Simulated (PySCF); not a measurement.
Molfile (atoms numbered from 1):
```
C7H11NO
     RDKit          3D

 20 19  0  0  0  0  0  0  0  0999 V2000
    1.4685    0.2982   -1.9998 C   0  0  0  0  0  0  0  0  0  0  0  0
    1.8261   -0.5640   -1.0391 C   0  0  0  0  0  0  0  0  0  0  0  0
    1.2005   -0.6773    0.2783 C   0  0  0  0  0  0  0  0  0  0  0  0
    1.6504   -1.5393    1.2039 C   0  0  0  0  0  0  0  0  0  0  0  0
    0.0869    0.2788    0.6421 C   0  0  0  0  0  0  0  0  0  0  0  0
    0.2908    1.1955    1.4151 O   0  0  0  0  0  0  0  0  0  0  0  0
   -1.1253    0.0664    0.0452 N   0  0  0  0  0  0  0  0  0  0  0  0
   -1.4435   -1.0715   -0.7757 C   0  0  0  0  0  0  0  0  0  0  0  0
   -2.2030    0.9829    0.3191 C   0  0  0  0  0  0  0  0  0  0  0  0
    0.6447    1.0043   -1.8610 H   0  0  0  0  0  0  0  0  0  0  0  0
    1.9994    0.3318   -2.9536 H   0  0  0  0  0  0  0  0  0  0  0  0
    2.6640   -1.2480   -1.2171 H   0  0  0  0  0  0  0  0  0  0  0  0
    2.4954   -2.2007    0.9920 H   0  0  0  0  0  0  0  0  0  0  0  0
    1.1982   -1.5960    2.1967 H   0  0  0  0  0  0  0  0  0  0  0  0
   -0.5947   -1.7627   -0.8248 H   0  0  0  0  0  0  0  0  0  0  0  0
   -1.7015   -0.7663   -1.8050 H   0  0  0  0  0  0  0  0  0  0  0  0
   -2.3073   -1.6171   -0.3573 H   0  0  0  0  0  0  0  0  0  0  0  0
   -3.0344    0.4720    0.8353 H   0  0  0  0  0  0  0  0  0  0  0  0
   -1.8194    1.7837    0.9622 H   0  0  0  0  0  0  0  0  0  0  0  0
   -2.5957    1.4163   -0.6166 H   0  0  0  0  0  0  0  0  0  0  0  0
  1  2  2  0
  2  3  1  0
  3  4  2  0
  3  5  1  0
  5  6  2  0
  5  7  1  0
  7  8  1  0
  7  9  1  0
  1 10  1  0
  1 11  1  0
  2 12  1  0
  4 13  1  0
  4 14  1  0
  8 15  1  0
  8 16  1  0
  8 17  1  0
  9 18  1  0
  9 19  1  0
  9 20  1  0
M  END
```

Geometry: PBE0-D3(BJ)/def2-SVP; GIAO shifts from PySCF, gas phase, non-relativistic, averaged over equivalent atoms.

At wB97X-D/pcSseg-1 (208 basis functions, 37 s wall time on 1 thread of an Arm Neoverse V2, shared host):
```json
{"atoms": "C5", "δ (ppm)": "172.2"}
{"atoms": "C3", "δ (ppm)": "156.0"}
{"atoms": "C2", "δ (ppm)": "144.7"}
{"atoms": "C4", "δ (ppm)": "128.4"}
{"atoms": "C1", "δ (ppm)": "125.8"}
{"atoms": "C8", "δ (ppm)": "38.5"}
{"atoms": "C9", "δ (ppm)": "32.1"}
{"atoms": "O6", "δ (ppm)": "431.0"}
{"atoms": "N7", "δ (ppm)": "117.6"}
{"atoms": "H12", "δ (ppm)": "6.48"}
{"atoms": "H14", "δ (ppm)": "5.53"}
{"atoms": "H11", "δ (ppm)": "5.53"}
{"atoms": "H13", "δ (ppm)": "5.48"}
{"atoms": "H10", "δ (ppm)": "5.39"}
{"atoms": "H18/H19/H20", "δ (ppm)": "2.96"}
{"atoms": "H15/H16/H17", "δ (ppm)": "2.72"}
```

Chemical shifts δ = σref − σ; 13C (σref 184.54), 1H (σref 31.38) against TMS; H2O for 17O (σref 333.19); 15N (σref 263.98) vs NH3, all at this level.

Task: What do these become at PBE0/pcSseg-1?

Result: 
| atoms | δ at PBE0/pcSseg-1 | change |
| --- | --- | --- |
| C5 | 170.0 | -2.2 |
| C3 | 155.3 | -0.7 |
| C2 | 144.3 | -0.4 |
| C4 | 127.6 | -0.8 |
| C1 | 125.1 | -0.7 |
| C8 | 38.4 | -0.1 |
| C9 | 31.8 | -0.3 |
| O6 | 434.9 | +3.9 |
| N7 | 122.2 | +4.6 |
| H12 | 6.50 | +0.02 |
| H14 | 5.53 | +0.00 |
| H11 | 5.52 | -0.01 |
| H13 | 5.48 | +0.00 |
| H10 | 5.34 | -0.05 |
| H18/H19/H20 | 2.96 | +0.00 |
| H15/H16/H17 | 2.75 | +0.03 |

δ = σ(ref) − σ, references computed at the same level: 13C (184.41 ppm), 1H (31.27 ppm) against TMS; 17O (334.56 ppm) vs H2O; 15N (265.67 ppm) against NH3.

The largest change is at N7 (amide-type nitrogen). Cost: 208 basis functions, 30 s wall time on 1 thread of an Arm Neoverse V2, shared host. The order of the carbon signals is the same at both levels.

The two substituents on the amide-type nitrogen aren't averaged: C–N rotation is slow on the NMR time scale. Unscaled 17O shifts of doubly bonded oxygen tend to come out too high, by tens of ppm or more. Experimental scales use liquid or dissolved standards, which lie at an offset from isolated NH3 (liquid NH3: subtract about 20 ppm) and H2O (liquid H2O: subtract about 36 ppm).
